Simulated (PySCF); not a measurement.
# Exercise with solution: entropy of an ideal gas

InF, SMILES [F][In] (connectivity only; charge and spin as stated), neutral, multiplicity 1.

Geometry: PBE-D3(BJ)/def2-TZVP. The def2 effective core potentials stand for the cores of In; spin–orbit coupling is left out.

PBE-D3(BJ)/def2-TZVP in PySCF gives the harmonic wavenumbers 503 cm⁻¹ and the rotational temperature 0.3645 K. The molar mass is 133.82 g/mol, the symmetry number 1, the spin multiplicity 1.

Q: Work out the entropy at 298.15 K and 1 atm in the rigid-rotor, harmonic-oscillator model.

A: 
Translation (Sackur–Tetrode at 1 atm): S = R[1.5 ln M + 2.5 ln T − 1.16487] = 169.8 J/(mol K).
Rotation: q = T/(σ θ) = 818, S = R[ln q + 1] = 64.1 J/(mol K).
Vibration: with u = 1.4388 ν/T, each mode gives R[u/(e^u − 1) − ln(1 − e^−u)]:
| ν (cm⁻¹) | modes | u | S (J/(mol K)) |
|---|---|---|---|
| 503 | 1 | 2.43 | 2.72 |
These are all the modes. Sum 2.7 J/(mol K).
Spin: R ln 1 = 0.0 J/(mol K).
Total 236.6 J/(mol K); the program's own thermochemistry gives 236.6. Translation makes up 72 % and vibration 1 %. Anharmonicity, hindered rotation and orbital degeneracy are left out.
